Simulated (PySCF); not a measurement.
MoOCl3, SMILES [O]=[Mo+]([Cl])([Cl])[Cl], charge +1, multiplicity 1. Atoms are numbered in the order given.

```xyz
5

Mo     0.0000     0.0000    -0.2029
O      0.0000     0.0000    -1.8293
Cl     1.7990     1.0386     0.4540
Cl    -1.7990     1.0386     0.4540
Cl     0.0000    -2.0773     0.4540
```
Charge +1, spin multiplicity 1.

Coordinates come from a PBE0-D3(BJ)/def2-SVP optimisation. The multiplicity is an assumed one; no other spin state was optimised. The isomer is the one that the SMILES or the coordinates give; other isomers of the formula were not compared. The def2 effective core potentials stand for the cores of Mo; spin–orbit coupling is left out.

All values below come from PBE/def2-TZVP in PySCF.

Symmetry labels are those of the subgroup Cs that the program uses (full group C3v).

Task: List the valence orbital energies around the gap with their symmetry. (An estimate is asked for; the answer gives what the named calculation found.)

Result: 
```
orbital  symmetry  energy (eV)
-------  --------  -----------
HOMO−7         A'       -16.39
HOMO−6         A'       -16.03
HOMO−5         A"       -14.96
HOMO−4         A'       -14.96
HOMO−3         A'       -14.49
HOMO−2         A"       -14.16
HOMO−1         A"       -14.14
HOMO           A'       -14.14
LUMO           A'       -10.66
LUMO+1         A"       -10.66
LUMO+2         A'        -9.07
LUMO+3         A"        -9.07
```
